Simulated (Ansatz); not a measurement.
Cost and result for the atomization energy of `C#[C][GeH]([F])[F]` (7 atoms, 6 bonds).

```xyz
7

C    -0.5714    0.9785    1.6891
C    -0.2248    0.4048    0.6895
Ge    0.3730   -0.4545   -0.8697
F     0.3918   -2.1489   -0.5765
F    -0.8119   -0.2297   -2.0956
H    -0.8874    1.4816    2.5750
H     1.7308   -0.0319   -1.4117
```

Charge 0, multiplicity 1. Correlated methods include outer-core shells of Ge, which these sets cover unevenly. Scalar relativity is left out up to krypton. All single points use the PBE0-D4/def2-TZVP geometry. Program: Ansatz. All runs use 4 threads of an AMD EPYC 9R45 on a shared host. Times are those of one run each, without the atoms' runs, and a repeat can differ threefold. Electronic energies, without spin–orbit coupling; frozen cores. CCSD(T)/CBS adds CCSD(T) − MP2 in def2-TZVPP to the MP2 limit, and its time is that of the two runs behind it. T1 = 0.013. With those shells the extrapolation isn't a true limit.

CCSD(T)/CBS is a level of theory with its own doubt, some kJ/mol a heavy atom from the limit and from the frozen cores, so smaller differences don't rank the functionals.

| level | functions | wall time | atomization (kcal/mol) | difference from CCSD(T)/CBS | per bond |
| --- | --- | --- | --- | --- | --- |
| LDA (SPW92)/def2-TZVPP | 200 | 0.45 s | 782.3 | 106.9 | 17.8 |
| revPBE-D4/def2-TZVPP | 200 | 0.6 s | 667.8 | -7.6 | -1.3 |
| BLYP-D4/def2-TZVPP | 200 | 0.65 s | 672.3 | -3.1 | -0.5 |
| PBE0-D4/def2-TZVPP | 200 | 0.95 s | 669.2 | -6.2 | -1.0 |
| r2SCANh-D4/def2-TZVPP | 200 | 1.4 s | 666.4 | -9.0 | -1.5 |
| B2PLYP/def2-TZVPP | 200 | 1.6 s | 668.1 | -7.3 | -1.2 |
| ωB97X-V/def2-TZVPP | 200 | 2.1 s | 673.0 | -2.4 | -0.4 |
| B97M-V/def2-TZVPP | 200 | 2.2 s | 675.3 | -0.1 | 0.0 |
| CCSD(T)/def2-SVP | 98 | 2.2 s | 635.0 | -40.4 | -6.7 |
| ωB97M-V/def2-TZVPP (with forces) | 200 | 3 s | 670.6 | -4.8 | -0.8 |
| MP2/def2-QZVPP | 377 | 6 s | 696.1 | 20.7 | 3.5 |
| CCSD(T)/def2-TZVPP | 200 | 30 s | 659.5 | -15.9 | -2.6 |
| CCSD(T)/CBS(def2) | – | 36 s | 675.4 | 0.0 | 0.0 |

At CCSD(T), def2-SVP lies −40.3 kcal/mol from the extrapolated value and def2-TZVPP −15.9 kcal/mol: correlation converges slowly with the basis, and small sets miss more of it in the bonded molecule than in its fragments. From r2SCAN to r2SCAN0 (25 % exact exchange), in def2-TZVPP and without D4, the atomization energy moves by −19.5 kcal/mol: exact exchange takes away binding that semilocal exchange gives to molecules. In def2-TZVPP, CCSD(T) changes the Hartree–Fock value by +182.3 kcal/mol (the triples alone add +14.5 kcal/mol) and MP2 by +209.3 kcal/mol; breaking electron pairs costs correlation energy, which Hartree–Fock lacks.

For some Ge, Se and Sn compounds the MP2-based and the directly extrapolated limit differ by 10 to 25 kJ/mol.
